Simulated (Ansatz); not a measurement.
Ansatz (a program for electronic structure) input (CCSD(T)/def2-SVPD):

Ansatz 0.2 input:
```yaml
crystal:
  periodic: [false, false, false]
  atoms:
    - {symbol: Na, position_ang: [-0.00000000, -0.00000000, -0.86395243]}
    - {symbol: O, position_ang: [0.00000000, 0.00000000, 1.18793459]}
basis:
  gaussian:
    orbitals: def2-SVPD
magnetization: {spin_polarized: true, initial_magnetization: 1}
correlation: {method: ccsd_t, electrons: outside_noble_gas}
output: {forces: true}
```

End of the output:

```
mean field evaluation 1024: about -6431.9305 eV, gradient 2.1e0 eV
mean field evaluation 1056: about -6433.4923 eV, gradient 1.3e-3 eV
mean field evaluation 1088: about -6432.4791 eV, gradient 3.5e-2 eV
mean field evaluation 1120: about -6434.1535 eV, gradient 8.6e-4 eV
mean field evaluation 1152: about -6433.2102 eV, gradient 1.2e-1 eV
mean field -6436.99581398 eV, -236.5552330113 hartree, gradient 5.5e-6 eV, S^2 0.761518; 15 other end points of the search recorded, 0 dependent functions left out
determinant -6436.99581398 eV, -236.5552330113 hartree, with singles and doubles -6441.80052083 eV, -236.7318027313 hartree
determinant -6436.72542915 eV, -236.5452965521 hartree, with singles and doubles -6441.55524148 eV, -236.7227888813 hartree
determinant -6435.39042547 eV, -236.4962360717 hartree, with singles and doubles -6438.76462789 eV, -236.6202357235 hartree
determinant -6434.39525849 eV, -236.4596643597 hartree, with singles and doubles -6438.09151983 eV, -236.5954994586 hartree
determinant -6434.15345917 eV, -236.4507783986 hartree, with singles and doubles -6437.83251600 eV, -236.5859812433 hartree
determinant -6436.99581398 eV, -236.5552330113 hartree, with singles and doubles -6441.80575326 eV, -236.7319950195 hartree
determinant -6436.72542915 eV, -236.5452965521 hartree, with singles and doubles -6441.56098544 eV, -236.7229999682 hartree
6 core orbitals not correlated
reference -6436.99581398 eV, -236.5552330113 hartree; 4, 3 occupied and 31, 32 virtual orbitals, 380 factors
densities: 0.09 GiB planned
second order -4.50864519 eV of doubles, -0.00000000 eV of singles
coupled cluster: 0.08 GiB planned
cycle   1  -4.80993966 eV  change   -3.8e-7 eV  update   3.5e-6
cycle   2  -4.80993988 eV  change   -2.2e-7 eV  update   2.6e-6
cycle   3  -4.80993976 eV  change    1.2e-7 eV  update   2.0e-6
cycle   4  -4.80993964 eV  change    1.3e-7 eV  update   6.4e-7
cycle   5  -4.80993957 eV  change    7.1e-8 eV  update   3.4e-7
cycle   6  -4.80993954 eV  change    2.1e-8 eV  update   1.5e-7
perturbative correction -0.12016278 eV, -0.0044159008 hartree
the calculation of the forces begins
Total energy: -6441.92591631 eV, -236.7364109300 hartree
Atom 0 at    -0.000000    -0.000000    -0.863952 Å, force     0.000000    -0.000000    -0.456757 eV/Å
Atom 1 at     0.000000     0.000000     1.187935 Å, force     0.000000     0.000000     0.456757 eV/Å
Dipole moment:     0.000000    -0.000000    -1.782382 e Å
```
